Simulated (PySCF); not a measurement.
One molecule, one basis, several functionals.

Species: CH₅BFNO.
Numbering: `[NH2:1][BH:2][O:3][CH2:4][F:5]` (hydrogens: H6, H7 on N1; H8 on B2; H9, H10 on C4)

Torsions of this conformer, `[NH2:1][BH:2][O:3][CH2:4][F:5]`: N1–B2–O3–C4 11°, B2–O3–C4–F5 -61°, H–N1–B2–O3 180°, H–N1–B2–O3 11°.

PySCF, pcSseg-2 basis, density fitting, gas phase, PBE0-D3(BJ)/def2-SVP geometry. One functional is left out:

| functional | exact exchange (%) | HOMO energy (eV) | LUMO energy (eV) | dipole moment (D) |
| --- | --- | --- | --- | --- |
| B97-D | 0 | -6.74 | -0.15 | 1.685 |
| BLYP | 0 | -6.65 | -0.28 | 1.699 |
| BP86 | 0 | -6.87 | -0.29 | 1.707 |
| LDA | 0 | -6.96 | -0.53 | 1.761 |
| OPBE | 0 | -6.70 | -0.15 | 1.694 |
| PBE | 0 | -6.76 | -0.32 | 1.709 |
| B3LYP | 20 | -7.95 | 0.22 | 1.708 |
| PBE0 | 25 | -8.20 | 0.53 | 1.712 |
| mPW1PW91 | 25 | -8.22 | 0.51 | 1.712 |
| BHandHLYP | 50 | -9.55 | 1.09 | 1.711 |

Problem. Predict the row of B97-2 (21 % exact exchange) by straight lines through the other rows, and check it.

Solution. 
```tsv
property	line	computed	computed − line	B3LYP (20 %), for comparison
HOMO energy (eV)	-7.96	-7.91	+0.05	-7.95
LUMO energy (eV)	0.32	0.56	+0.24	0.22
dipole moment (D)	1.710	1.695	-0.015	1.708
```

Problem. Which of these properties follows the share of exact exchange most closely, and which least?

Solution. Most closely the HOMO energy, least the dipole moment; the correlations over the tabulated rows are HOMO energy -0.996, LUMO energy 0.974, dipole moment 0.043. The HOMO energy moves by -0.560 eV for every 10 %. Functionals with the same share still differ in their other parts: at 0 % BLYP and LDA differ by 0.31 eV in it.
